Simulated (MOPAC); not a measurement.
Input file for MOPAC: PM3 on C2H9N (a complex), monomers drawn apart or pushed together.

```
PM3 1SCF PRECISE CHARGE=0 THREADS=1
C2H9N

N     -0.08577384 1    -0.02006318 1    -0.20176245 1
H     -0.22693155 1     0.47508304 1    -1.07475436 1
H      0.39150816 1     0.61087367 1     0.43176424 1
H      0.54494491 1    -0.79115092 1    -0.38903838 1
C     -0.60591194 1    -0.61603375 1     3.79513320 1
C      0.46140311 1     0.47504002 1     3.78665314 1
H     -0.94358051 1    -0.83798105 1     2.78197213 1
H     -1.47642689 1    -0.30965525 1     4.37878673 1
H     -0.22317057 1    -1.53912847 1     4.23574219 1
H      1.34020581 1     0.16680488 1     3.21493150 1
H      0.79981813 1     0.71649512 1     4.79639752 1
H      0.08031174 1     1.39661538 1     3.34068995 1
```

Program output:

```
*******************************************************************************
 **                                                                           **
 **                              MOPAC v23.2.5                                **
 **                                                                           **
 *******************************************************************************
 ** MOPAC's Digital Object Identifier: https://doi.org/10.5281/zenodo.6511958 **
 **                                                                           **
 ** Please cite the open-source release paper for use of this MOPAC version:  **
 ** J. E. Moussa and J. J. P. Stewart (2026)                                  **
 ** MOPAC: An open-source semiempirical molecular orbital program             **
 ** J. Open Source Softw., 11(119), 8025, https://doi.org/10.21105/joss.08025 **
 *******************************************************************************

                              PM3 CALCULATION RESULTS

 *******************************************************************************
 *  PM3        - The PM3 Hamiltonian to be used
 *
 *
 *
 *                 CHARGE ON SYSTEM = 0
 *
 *
 *
 *  PRECISE    - TIGHTER CRITERIA TO BE USED
 *  1SCF       - DO 1 SCF AND THEN STOP
 *  THREADS=1  - MULTI-THREADING NOT USED
 *  T=         - A TIME OF 172800.0 SECONDS REQUESTED
 *  DUMP=N     - RESTART FILE WRITTEN EVERY 7200.0 SECONDS REQUESTED
 *******************************************************************************
PM3 1SCF PRECISE CHARGE=0 THREADS=1
 C2H9N

   ATOM   CHEMICAL          X               Y               Z
  NUMBER   SYMBOL      (ANGSTROMS)     (ANGSTROMS)     (ANGSTROMS)

     1       N         -0.08577384  *  -0.02006318  *  -0.20176245  *
     2       H         -0.22693155  *   0.47508304  *  -1.07475436  *
     3       H          0.39150816  *   0.61087367  *   0.43176424  *
     4       H          0.54494491  *  -0.79115092  *  -0.38903838  *
     5       C         -0.60591194  *  -0.61603375  *   3.79513320  *
     6       C          0.46140311  *   0.47504002  *   3.78665314  *
     7       H         -0.94358051  *  -0.83798105  *   2.78197213  *
     8       H         -1.47642689  *  -0.30965525  *   4.37878673  *
     9       H         -0.22317057  *  -1.53912847  *   4.23574219  *
    10       H          1.34020581  *   0.16680488  *   3.21493150  *
    11       H          0.79981813  *   0.71649512  *   4.79639752  *
    12       H          0.08031174  *   1.39661538  *   3.34068995  *



          CARTESIAN COORDINATES

    NO.       ATOM           X           Y           Z

     1         N         -0.0858     -0.0201     -0.2018
     2         H         -0.2269      0.4751     -1.0748
     3         H          0.3915      0.6109      0.4318
     4         H          0.5449     -0.7912     -0.3890
     5         C         -0.6059     -0.6160      3.7951
     6         C          0.4614      0.4750      3.7867
     7         H         -0.9436     -0.8380      2.7820
     8         H         -1.4764     -0.3097      4.3788
     9         H         -0.2232     -1.5391      4.2357
    10         H          1.3402      0.1668      3.2149
    11         H          0.7998      0.7165      4.7964
    12         H          0.0803      1.3966      3.3407

  H: (PM3): J. J. P. STEWART, J. COMP. CHEM. 10, 209 (1989).
  C: (PM3): J. J. P. STEWART, J. COMP. CHEM. 10, 209 (1989).
  N: (PM3): J. J. P. STEWART, J. COMP. CHEM. 10, 209 (1989).

           Empirical Formula: C2 H9 N  =    12 atoms



      MOLECULAR POINT GROUP   :   C1


      RHF CALCULATION, NO. OF DOUBLY OCCUPIED LEVELS = 11


 -------------------------------------------------------------------------------
 PM3 1SCF PRECISE CHARGE=0 THREADS=1
 C2H9N



     1SCF WAS SPECIFIED, SO BFGS WAS NOT USED
     SCF FIELD WAS ACHIEVED


                              PM3 CALCULATION
                                                       MOPAC v23.2.5 Linux




          FINAL HEAT OF FORMATION =        -20.88543 KCAL/MOL =     -87.38463 KJ/MOL


          COSMO AREA              =        116.12 SQUARE ANGSTROMS
          COSMO VOLUME            =         93.55 CUBIC ANGSTROMS

          IONIZATION POTENTIAL    =          9.766625 EV
          HOMO LUMO ENERGIES (EV) =         -9.767  3.258
          NO. OF FILLED LEVELS    =         11
          MOLECULAR WEIGHT        =         47.0998         POINT GROUP:  C1

          MOLECULAR DIMENSIONS (Angstroms)

            Atom       Atom       Distance
            H    11    H     2     5.96514
            H    10    H     8     3.01721
            H     9    H    12     2.84990


          SCF CALCULATIONS        =          1





   ATOM   CHEMICAL          X               Y               Z
  NUMBER   SYMBOL      (ANGSTROMS)     (ANGSTROMS)     (ANGSTROMS)

     1       N         -0.08577384  *  -0.02006318  *  -0.20176245  *
     2       H         -0.22693155  *   0.47508304  *  -1.07475436  *
     3       H          0.39150816  *   0.61087367  *   0.43176424  *
     4       H          0.54494491  *  -0.79115092  *  -0.38903838  *
     5       C         -0.60591194  *  -0.61603375  *   3.79513320  *
     6       C          0.46140311  *   0.47504002  *   3.78665314  *
     7       H         -0.94358051  *  -0.83798105  *   2.78197213  *
     8       H         -1.47642689  *  -0.30965525  *   4.37878673  *
     9       H         -0.22317057  *  -1.53912847  *   4.23574219  *
    10       H          1.34020581  *   0.16680488  *   3.21493150  *
    11       H          0.79981813  *   0.71649512  *   4.79639752  *
    12       H          0.08031174  *   1.39661538  *   3.34068995  *

                             CARTESIAN COORDINATES

   1    N       -0.085773840    -0.020063180    -0.201762450
   2    H       -0.226931550     0.475083040    -1.074754360
   3    H        0.391508160     0.610873670     0.431764240
   4    H        0.544944910    -0.791150920    -0.389038380
   5    C       -0.605911940    -0.616033750     3.795133200
   6    C        0.461403110     0.475040020     3.786653140
   7    H       -0.943580510    -0.837981050     2.781972130
   8    H       -1.476426890    -0.309655250     4.378786730
   9    H       -0.223170570    -1.539128470     4.235742190
  10    H        1.340205810     0.166804880     3.214931500
  11    H        0.799818130     0.716495120     4.796397520
  12    H        0.080311740     1.396615380     3.340689950


           Empirical Formula: C2 H9 N  =    12 atoms



      MOLECULAR POINT GROUP   :   C1


                  EIGENVALUES
 -34.14405 -28.56671 -23.00547 -15.26634 -15.09682 -15.00895 -14.81874 -13.55752
 -11.98343 -11.95936  -9.76662   3.25758   3.95706   4.16581   4.20457   4.45814
   4.90187   5.01120   5.05077   5.20710   5.21713


              NET ATOMIC CHARGES AND DIPOLE CONTRIBUTIONS

  ATOM NO.   TYPE          CHARGE      No. of ELECS.   s-Pop       p-Pop
    1          N          -0.000647        5.0006     1.43458     3.56607
    2          H          -0.000168        1.0002     1.00017
    3          H           0.000953        0.9990     0.99905
    4          H          -0.000359        1.0004     1.00036
    5          C          -0.109914        4.1099     1.13598     2.97393
    6          C          -0.103636        4.1036     1.13577     2.96787
    7          H           0.046112        0.9539     0.95389
    8          H           0.035159        0.9648     0.96484
    9          H           0.034077        0.9659     0.96592
   10          H           0.030716        0.9693     0.96928
   11          H           0.033206        0.9668     0.96679
   12          H           0.034499        0.9655     0.96550
 DIPOLE           X         Y         Z       TOTAL
 POINT-CHG.    -0.065    -0.027    -0.043     0.082
 HYBRID         1.382     0.516    -0.592     1.590
 SUM            1.318     0.489    -0.635     1.542


          ATOMIC ORBITAL ELECTRON POPULATIONS

     Atom    s        px        py        pz
    1  N   1.43458   1.45060   1.04374   1.07173
    2  H   1.00017
    3  H   0.99905
    4  H   1.00036
    5  C   1.13598   0.98114   0.97887   1.01392
    6  C   1.13577   0.98108   0.98230   1.00448
    7  H   0.95389
    8  H   0.96484
    9  H   0.96592
   10  H   0.96928
   11  H   0.96679
   12  H   0.96550

 **********************
 *                    *
 * JOB ENDED NORMALLY *
 *                    *
 **********************




 == MOPAC DONE ==
```

The run finished.

Cost: roughly 0.03 core-seconds.
